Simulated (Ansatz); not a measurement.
Isomers of C$_{2}$H$_{6}$SeSi, relaxed with PBE0-D4/def2-TZVP in Ansatz; electronic energies, one conformer each and not always the lowest. Functionals use def2-TZVPP; CBS adds triple-zeta CCSD(T) − MP2 to the MP2 limit of def2-TZVPP and def2-QZVPP.

Outer-core shells of Se are correlated without core-valence functions. Scalar relativity is left out up to krypton. Spin–orbit coupling is left out.

Order them by energy at frozen-core CCSD(T)/CBS, lowest first. (Best estimate.)
A. `[SiH3]CC=[Se]`
B. `C1[SiH2]C[Se]1`
C. `C=C([SiH3])[SeH]`
D. `C[SiH]1C[Se]1`
E. `[SeH]C1C[SiH2]1`

D (0.0 kJ/mol), B (69.0 kJ/mol), A (132.6 kJ/mol), C (139.7 kJ/mol), E (182.0 kJ/mol).

How do PBE-D4, ωB97M-V, B3LYP-D4, B3LYP place them (kJ/mol, against `C[SiH]1C[Se]1`)? (An estimate is asked.)

The calculation gave: 
| isomer | PBE-D4 | ωB97M-V | B3LYP-D4 | B3LYP |
| --- | --- | --- | --- | --- |
| `[SeH]C1C[SiH2]1` | 177.1 | 178.1 | 178.6 | 179.9 |
| `C1[SiH2]C[Se]1` | 72.3 | 68.1 | 69.6 | 72.9 |
| `[SiH3]CC=[Se]` | 137.0 | 141.4 | 123.1 | 123.2 |
| `C=C([SiH3])[SeH]` | 145.1 | 143.5 | 127.1 | 129.8 |

B3LYP here is the variant with VWN-RPA as its local correlation; programs differ in this.
